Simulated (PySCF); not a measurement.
**BPb⁺: frontier orbitals**

PBE0 at R = 2.478 Å; basis B cc-pVDZ, Pb cc-pVDZ-PP with ECP60; scalar-relativistic core potentials; PySCF 2.14. State: ³Π (triplet), unpaired electrons σ ↑, π ↑. Only the outer orbitals are listed, counted within each symmetry, core potentials removing the inner ones.

```tsv
spin	orbital	occ.	ε (eV)	on B (%)	main shells (%)
α	5σ	1	-20.91	20	78 Pb s, 16 B s
α	6σ	1	-16.74	75	75 B s, 17 Pb s
α	7σ	1	-12.01	61	56 B p, 36 Pb p
α	3π	1	-11.34	44	55 Pb p, 44 B p
α	3π	0	-9.50	34	66 Pb p, 33 B p
α	4π	0	-7.89	54	54 B p, 45 Pb p
α	4π	0	-7.27	64	64 B p, 34 Pb p
β	5σ	1	-19.93	17	82 Pb s, 13 B s
β	6σ	1	-15.17	71	70 B s, 16 Pb s, 12 Pb p
β	3π	0	-9.08	30	69 Pb p, 30 B p
β	3π	0	-8.53	27	72 Pb p, 27 B p
β	7σ	0	-8.23	57	42 Pb p, 38 B p, 18 B s
```

Which are the highest filled and the lowest empty level, where do they sit, and how wide is the gap?

Highest filled α 3π at -11.34 eV (in %: 55 Pb p, 44 B p); lowest empty α 3π at -9.50 eV (in %: 66 Pb p, 33 B p); the gap at PBE0 is 1.84 eV. Both belong to one degenerate shell, split only by its one-sided filling, so this is no excitation gap.

```
bond order (Mayer)                                                                                                 : 1.20
⟨S²⟩                                                                                                               : 2.006
charge on B (Mulliken, basis-dependent)                                                                            : 0.11
charge on B (Löwdin, basis-dependent)                                                                              : 0.14
dipole moment (positive dipole points towards Pb; it is taken about the centre of mass and depends on that origin) : -1.46 D
polarisability along the bond                                                                                      : 91.0 bohr³
polarisability across the bond                                                                                     : 32.0 bohr³
```

These are scalar-relativistic numbers at best; spin–orbit coupling would shift them, the dissociation energy most. The state is the lowest determinant that a PBE0 search found; another state may lie lower at other levels.
